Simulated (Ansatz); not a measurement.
A search over several starts for the lowest SCF solution of B2N2H8⁺, that is (H2B-mu-NH2)2 with one electron fewer at the given spin, in a small basis.

```yaml
crystal:
  periodic: [false, false, false]
  atoms:
    - {symbol: B, position_ang: [-0.171234, 1.082338, -0.201241]}
    - {symbol: H, position_ang: [-0.229752, 1.544246, -1.335415]}
    - {symbol: H, position_ang: [-0.315850, 1.904165, 0.696952]}
    - {symbol: N, position_ang: [1.145902, 0.183979, 0.014469]}
    - {symbol: B, position_ang: [0.171138, -1.081944, 0.203427]}
    - {symbol: H, position_ang: [0.316547, -1.909168, -0.689708]}
    - {symbol: H, position_ang: [0.228526, -1.537045, 1.340377]}
    - {symbol: N, position_ang: [-1.145780, -0.184497, -0.017346]}
    - {symbol: H, position_ang: [1.708273, 0.426565, 0.836141]}
    - {symbol: H, position_ang: [1.774153, 0.132273, -0.793570]}
    - {symbol: H, position_ang: [-1.777859, -0.133947, 0.787747]}
    - {symbol: H, position_ang: [-1.704075, -0.426976, -0.841853]}
basis:
  gaussian: {orbitals: def2-SVP}
total_charge: 1
magnetization: {spin_polarized: true, initial_magnetization: 1}
hamiltonian: {xc: pbe0, dispersion: d4}
output: {orbitals: {seedname: orbitals}}
```

```sh
$ ansatz run in.yaml --threads 4 --pin off --events-out ev --progress --plain --max-ram 3916MiB
```

Shortened log:

```
Functional definition: PBE0
1116 factors; their error is unknown
mean field evaluation 1: about -4434.1947 eV, gradient 5.4e1 eV
mean field evaluation 2: about -4419.0887 eV, gradient 7.7e1 eV
mean field evaluation 4: about -4446.4532 eV, gradient 2.4e0 eV
mean field evaluation 8: about -4446.4878 eV, gradient 2.7e-2 eV
mean field evaluation 16: about -4446.4710 eV, gradient 9.5e-5 eV
mean field evaluation 32: about -4446.6277 eV, gradient 5.9e-2 eV
mean field -4446.62773907 eV, -163.4105553784 hartree, gradient 2.2e-6 eV, S^2 0.756486; 7 other end points of the search recorded, 0 dependent functions left out
reference -4446.62776438 eV, -163.4105563086 hartree; 16, 15 occupied and 80, 81 virtual orbitals, 1116 factors
Total energy: -4446.76515170 eV, -163.4156051994 hartree
```

It took 6 s on 4 threads of Arm Neoverse V1 on a shared host.

Other converged states that the search met: 0.16 eV higher (⟨S²⟩ = 0.75).
